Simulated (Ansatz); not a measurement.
Reaction (isomerisation): `CCC[SiH2]O` → `CC(C)O[SiH3]`

Program: Ansatz. Geometries: PBE0-D4/def2-TZVP. ΔE: electronic, gas phase. CCSD(T)/CBS is the MP2 limit (def2-TZVPP, def2-QZVPP) plus CCSD(T) − MP2 in def2-TZVPP, frozen cores. Functionals use def2-TZVPP. B3LYP here is the variant with VWN-RPA as its local correlation; programs differ in this. Each species was taken in one conformer, which may not be the lowest.

```tsv
level	ΔE (kJ/mol)	difference from CCSD(T)/CBS
PBE-D4	61.2	-0.3
r2SCAN-D4	59.5	-2.0
PBE0-D4	62.4	0.9
B3LYP-D4	55.0	-6.5
ωB97M-V	60.3	-1.2
r2SCAN	59.4	-2.1
PBE0	62.0	0.5
HF/def2-TZVPP	45.7	-15.8
MP2/def2-TZVPP	64.2	2.7
SCS-MP2/def2-TZVPP	57.8	-3.7
CCSD(T)/def2-TZVPP	58.4	-3.1
HF/def2-QZVPP	45.3	-16.2
MP2/def2-QZVPP	65.9	4.4
SCS-MP2/def2-QZVPP	59.7	-1.8
MP2/CBS(def2)	67.4	5.9
CCSD/CBS(def2)	61.1	-0.4
CCSD(T)/CBS	61.5	0
```

Largest T1 diagnostic among the species: 0.010.

In def2-TZVPP, CCSD(T) changes the Hartree–Fock value by +12.7 kJ/mol (the triples alone add +0.4 kJ/mol) and MP2 by +18.6 kJ/mol.
